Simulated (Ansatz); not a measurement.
`OCBBCl` and `FBBCl` differ in one atom or group.

Ansatz, PBE0-D4/def2-TZVP geometries, multiplicity 1. Each molecule was computed in one conformer, which needn't be the lowest.

```json
{"property": "HOMO energy (PBE0/def2-TZVPP) / eV", "`OCBBCl`": "-7.51"}
{"property": "HOMO energy (ωB97M-V/def2-TZVPP) / eV", "`OCBBCl`": "-9.76"}
{"property": "size of the dipole moment (B3LYP/def2-TZVPP) / D", "`OCBBCl`": "3.08"}
{"property": "size of the dipole moment (ωB97M-V/def2-TZVPP) / D", "`OCBBCl`": "3.08"}
{"property": "HOMO–LUMO gap (B3LYP/def2-TZVPP) / eV", "`OCBBCl`": "5.71"}
{"property": "HOMO–LUMO gap (PBE/def2-TZVPP) / eV", "`OCBBCl`": "3.83"}
```

(1) What does the change do to each property? (Estimate.)

Answers

(1) Ansatz gave: 
```json
{"property": "HOMO energy (PBE0/def2-TZVPP) / eV", "`FBBCl`": "-8.02", "shift": "-0.51"}
{"property": "HOMO energy (ωB97M-V/def2-TZVPP) / eV", "`FBBCl`": "-10.26", "shift": "-0.50"}
{"property": "size of the dipole moment (B3LYP/def2-TZVPP) / D", "`FBBCl`": "0.82", "shift": "-2.26"}
{"property": "size of the dipole moment (ωB97M-V/def2-TZVPP) / D", "`FBBCl`": "0.79", "shift": "-2.29"}
{"property": "HOMO–LUMO gap (B3LYP/def2-TZVPP) / eV", "`FBBCl`": "5.59", "shift": "-0.12"}
{"property": "HOMO–LUMO gap (PBE/def2-TZVPP) / eV", "`FBBCl`": "3.61", "shift": "-0.22"}
```

With PBE0 the HOMO falls by 0.51 eV and the LUMO falls by 0.63 eV, so the gap narrows by about 0.12 eV. PBE moves the HOMO by -0.46 eV and ωB97M-V by -0.50 eV. Dipoles are sizes alone; their direction can turn.

B3LYP here is the variant with VWN-RPA as its local correlation; programs differ in this.
